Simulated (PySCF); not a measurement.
Run record: geometry optimisation, SnBrMe3, `[CH3][Sn]([CH3])([CH3])[Br]`.

Method: PBE0-D3(BJ)/def2-SVP geometry optimisation, gas phase, def2 core potentials past Kr (PySCF 2.14.0). Start geometry: GFN2-xTB. The input is one job of a driver script: a line of settings, then coordinates in Å.

Input:
```
{"job": {"xc": "PBE0", "basis": "def2-SVP", "d3": "d3bj", "grid": 1, "maxiter": 30, "shake": 0.03, "kind": "geom"}, "charge": 0, "multiplicity": 1}
Sn     0.062770    -0.074230     0.357270
Br    -0.007670     0.002180     2.847820
C      2.075050    -0.000450    -0.235830
H      2.729050     0.865150     0.234150
H      2.228480     0.046390    -1.318730
H      2.593630    -0.890240     0.137030
C     -1.047920     1.840070    -0.204560
H     -2.038880     1.828310     0.176410
H     -1.124890     1.955240    -1.225740
H     -0.570600     2.699260     0.238780
C     -1.087810    -1.864020    -0.159610
H     -2.062760    -1.809390     0.203350
H     -0.642730    -2.674000     0.234170
H     -1.125130    -1.968070    -1.241280
```

Output:
```
step   0  E = -2907.38385057  max force = 0.066181
step   1  E = -2907.40816506  max force = 0.010852
step   2  E = -2907.40953125  max force = 0.007353
step   3  E = -2907.41002132  max force = 0.002882
step   4  E = -2907.41008052  max force = 0.000606
step   5  E = -2907.41009602  max force = 0.000635
step   6  E = -2907.41010383  max force = 0.000526
step   7  E = -2907.41010367  max force = 0.000196
optimisation converged
```

Energies in Eh; «max force» is the largest Cartesian gradient component in Eh/bohr.

Problem. How much energy does the optimisation release, in eV?

Solution. E(step 0) − E(last step) = 0.026253 Eh, which is 0.714 eV.

Problem. Give the first gradient maximum in eV/Å.

Solution. With 1 Eh/bohr = 51.422 eV/Å, 3.403 eV/Å.

Summary of the converged run: final energy -2907.41010 Eh after 7 steps; dipole 3.39 D.

Problem. Where do the atoms end?

Solution. 0.091 Å rms from the input after alignment:
```
atom  x, y, z in Å
Sn1   -0.0002    0.0014    0.3811
Br2    0.0295    0.0278    2.9066
C3     2.0598   -0.0165   -0.2157
H4     2.5787    0.8492    0.2179
H5     2.1330    0.0299   -1.3124
H6     2.5409   -0.9380    0.1396
C7    -1.0272    1.7913   -0.2031
H8    -2.0568    1.7715    0.1798
H9    -1.0513    1.8695   -1.3002
H10   -0.5084    2.6673    0.2096
C11   -1.0437   -1.7901   -0.1691
H12   -2.0740   -1.7541    0.2105
H13   -0.5335   -2.6618    0.2629
H14   -1.0661   -1.8911   -1.2644
```

Problem. How long does this job take on Arm Neoverse V1, one thread, on a shared host? And the peak memory of the process?

Solution. About 95 s, with 0.54 GiB resident at the peak, the Python interpreter and its libraries included.
Labels such as C1 count atoms from 1, the log's own numbers from 0.
